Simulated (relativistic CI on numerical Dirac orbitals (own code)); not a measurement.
## One change at a time: Rb²⁸⁺

Base calculation: Dirac-Coulomb-Breit CI, KLI orbitals optimised for each configuration, a model potential for QED, unscaled Slater integrals.

CI space (outside the closed core 1s2): 2s2 2p5, 2s 2p6, 2p6 3s, 2p6 3p, 2p6 3d, 2s2 2p4 3s, 2s2 2p4 3p, 2s2 2p4 3d, 2s 2p5 3s, 2s 2p5 3p, 2s 2p5 3d, 2s2 2p4 4s, 2s2 2p4 4p, 2s2 2p4 4d, 2s2 2p4 4f, 2s 2p5 4s. Levels of other configurations are missing.

Variants: (1) QED terms removed; (2) non-relativistic limit. Shifts of the energy above 2s2 2p5 2P°_3/2, in eV, for the lowest level and the first level of each name with at least 55 % of one term (blank where a level changes its place among those of its configuration and J or its character, or is not in the variant):

| Level | Base | Δ(1) | Δ(2) |
| --- | --- | --- | --- |
| 2s2 2p5 2P°_3/2 | 0.00 | 0.00 | 0.00 |
| 2s2 2p5 2P°_1/2 | 62.53 | -0.13 | -62.53 |
| 2s 2p6 2S_1/2 | 250.85 | +1.42 | -71.78 |
| 2s2 2p4 3s 4P_5/2 | 1832.82 | -0.35 | +15.64 |
| 2s2 2p4 3s 2P_3/2 | 1837.98 | -0.35 |  |
| 2s2 2p4 3s 4P_3/2 | 1892.83 | -0.48 |  |
| 2s2 2p4 3s 2P_1/2 | 1896.97 | -0.48 | -40.53 |
| 2s2 2p4 3p 2P°_1/2 | 1898.12 | +0.04 |  |
| 2s2 2p4 3p 4D°_7/2 | 1900.79 | +0.02 | -2.24 |
| 2s2 2p4 3s 2D_5/2 | 1906.54 | -0.48 | -36.39 |
| 2s2 2p4 3s 2D_3/2 | 1908.31 | -0.48 | -38.16 |
| 2s2 2p4 3p 4P°_1/2 | 1941.87 | -0.07 |  |
| 2s2 2p4 3p 2F°_5/2 | 1957.22 | -0.07 |  |
| 2s2 2p4 3d 4F_9/2 | 1967.72 | +0.04 | -5.91 |

At this charge energies of transitions that change n are usually good to better than 1 %, and those within a shell (Δn = 0) to a few per cent.

Ionisation energy from the two ground configurations alone: base 3276.66 eV. The NIST ASD value (semi-empirical) is 3281 eV.

LS names give the leading component of a level, which can be under half, so a name can repeat, a term be missing and a line seem to break the LS rules.
